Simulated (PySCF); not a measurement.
## Palladium: a sound run and one with changed settings

Sound run: Pd [Kr] 4d10, Pd⁺ [Kr] 4d9. All numbers are calculated (PySCF 2.14, scalar relativity through the core potential, in cc-pVDZ-PP with ECP28MDF (4s4p3d1f, 38 functions)). The sound run starts from symmetry-adapted Hartree-Fock orbitals and uses a fine grid where one is needed.

Changed run: radial step 0.3 in ln r (0.13 in the sound run). This setting is unsound on purpose.

| species | method | sound run (hartree) | changed run (hartree) | converged |
| --- | --- | --- | --- | --- |
| Pd | UHF | -126.60716 | -126.60716 | yes |
| Pd | M06-2X | -127.37035 | -127.36331 | yes |
| Pd | PBE | -127.45467 | -127.45569 | yes |
| Pd⁺ | UHF | -126.37625 | -126.37625 | yes |
| Pd⁺ | M06-2X | -127.05996 | -127.05568 | yes |
| Pd⁺ | PBE | -127.13318 | -127.13412 | yes |

Ionisation energy of Pd:

```
method  sound run (eV)  changed run (eV)
   UHF           6.283             6.283
M06-2X           8.446             8.371
   PBE           8.748             8.750
```

A coarse radial grid mis-integrates the density and the exchange-correlation energy, with errors of either sign; Hartree-Fock needs no grid.

For comparison, NIST gives 8.337 eV between the lowest levels.
